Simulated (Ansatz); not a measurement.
Isolated molecules relaxed with PBE0-D4/def2-TZVP in Ansatz; ΔE leaves out vibrations. CBS: MP2 limit from def2 TZ/QZ plus the TZ coupled-cluster correction, frozen cores. This one scheme is used for every species. Functionals use def2-TZVPP. B3LYP here is the variant with VWN-RPA as its local correlation; programs differ in this. For Ga outer-core shells are correlated without core-valence functions, which leaves a few kJ/mol of doubt a bond. Scalar relativity is left out up to krypton. Each species was taken in one conformer, which may not be the lowest.

Consider the formal exchange of groups at a Ga–O bond: `C[O][Ga]([SH])[SH]` + `CCC` → `C[CH](C)[Ga]([SH])[SH]` + CH₃OH.

`C[O][Ga]([SH])[SH]`:

Z-matrix (Å, degrees):
```
C
O 1 1.406
H 1 1.095 2 109.9
H 1 1.095 2 109.6 3 -118.9
H 1 1.098 2 113.4 3 120.7
Ga 2 1.775 1 123.2 3 -117.8
S 6 2.186 2 116.6 1 179.8
S 6 2.195 2 118.8 1 -0.3
H 7 1.345 6 91.7 2 -0.0
H 8 1.344 6 92.8 2 -179.6
```

`CCC`:

Z-matrix (Å, degrees):
```
C
C 1 1.519
H 1 1.094 2 111.1
H 1 1.094 2 111.1 3 119.5
H 1 1.093 2 111.7 3 -120.3
C 2 1.519 1 112.7 3 -59.7
H 2 1.095 1 109.5 3 178.2
H 2 1.095 1 109.5 3 62.4
H 6 1.094 2 111.0 1 59.7
H 6 1.093 2 111.7 1 -180.0
H 6 1.094 2 111.1 1 -59.7
```

`C[CH](C)[Ga]([SH])[SH]`:

Z-matrix (Å, degrees):
```
C
C 1 1.526
H 1 1.094 2 111.6
H 1 1.093 2 112.4 3 -120.8
H 1 1.096 2 110.6 3 119.0
C 2 1.522 1 112.0 3 -60.8
Ga 2 1.980 1 110.5 3 65.4
H 2 1.097 1 108.3 3 179.3
H 6 1.096 2 110.7 1 -56.8
H 6 1.093 2 112.3 1 -176.7
H 6 1.094 2 111.6 1 62.3
S 7 2.209 2 124.4 1 -129.0
S 7 2.208 2 120.5 1 50.3
H 12 1.344 7 93.8 2 0.2
H 13 1.343 7 94.6 2 -179.9
```

CH₃OH:

```xyz
6

C    -0.132    0.108   -0.313
O     0.855   -0.153    0.658
H     0.378    0.522   -1.183
H    -0.871    0.842    0.030
H    -0.659   -0.801   -0.628
H     0.429   -0.518    1.436
```

| level | ΔE (eV) |
| --- | --- |
| ωB97X-V | 0.76 |
| B2PLYP | 0.81 |
| r2SCAN | 0.78 |
| PBE0 | 0.72 |
| B3LYP | 0.82 |
| CCSD(T)/def2-TZVPP | 0.73 |
| SCS-MP2/def2-QZVPP | 0.74 |
| HF/CBS(def2) | 0.98 |

Task: What does CCSD(T)/CBS give? (An estimate is asked.)

Result: Computed: +0.67 eV. The listed levels differ from it by 0.09, 0.14, 0.11, 0.05, 0.15, 0.06, 0.07, 0.31 eV.

Largest T1 diagnostic among the species: 0.013.

In def2-TZVPP, CCSD(T) changes the Hartree–Fock value by −0.23 eV (the triples alone add −0.02 eV) and MP2 by −0.25 eV. The D4 term adds −0.09 eV with B3LYP and −0.05 eV with PBE0; it sums over pairs of atoms, weighted by their polarisabilities, and B3LYP, whose exchange is more repulsive, gets the larger term.
